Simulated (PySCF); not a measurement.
A calculated (M06-2X, PySCF 2.14, aug-cc-pVQZ, no relativity, point nucleus) atom or ion has these occupied shells.

```json
{"shell": "1s α", "electrons": "1", "orbital energy (eV)": "-7616.3", "rms radius, mean of both spins (bohr)": "0.0659"}
{"shell": "1s β", "electrons": "1", "orbital energy (eV)": "-7616.3", "rms radius, mean of both spins (bohr)": "0.0659"}
{"shell": "2s α", "electrons": "1", "orbital energy (eV)": "-923.63", "rms radius, mean of both spins (bohr)": "0.281"}
{"shell": "2s β", "electrons": "1", "orbital energy (eV)": "-921.20", "rms radius, mean of both spins (bohr)": "0.281"}
{"shell": "2p α", "electrons": "3", "orbital energy (eV)": "-804.89", "rms radius, mean of both spins (bohr)": "0.250"}
{"shell": "2p β", "electrons": "3", "orbital energy (eV)": "-802.83", "rms radius, mean of both spins (bohr)": "0.250"}
{"shell": "3s α", "electrons": "1", "orbital energy (eV)": "-122.36", "rms radius, mean of both spins (bohr)": "0.844"}
{"shell": "3s β", "electrons": "1", "orbital energy (eV)": "-118.27", "rms radius, mean of both spins (bohr)": "0.844"}
{"shell": "3p α", "electrons": "3", "orbital energy (eV)": "-86.249", "rms radius, mean of both spins (bohr)": "0.892"}
{"shell": "3p β", "electrons": "3", "orbital energy (eV)": "-80.928", "rms radius, mean of both spins (bohr)": "0.892"}
{"shell": "3d α", "electrons": "5", "orbital energy (eV)": "-25.386", "rms radius, mean of both spins (bohr)": "1.16"}
{"shell": "3d β", "electrons": "2", "orbital energy (eV)": "-22.103", "rms radius, mean of both spins (bohr)": "1.16"}
{"shell": "4p α", "electrons": "1", "orbital energy (eV)": "-10.045", "rms radius, mean of both spins (bohr)": "3.54"}
```

(1) Name the element and its charge.

Answers

(1) Co⁺ (cobalt, charge +1), in [Ar] 3d7 4p1, one real determinant (an excited configuration).
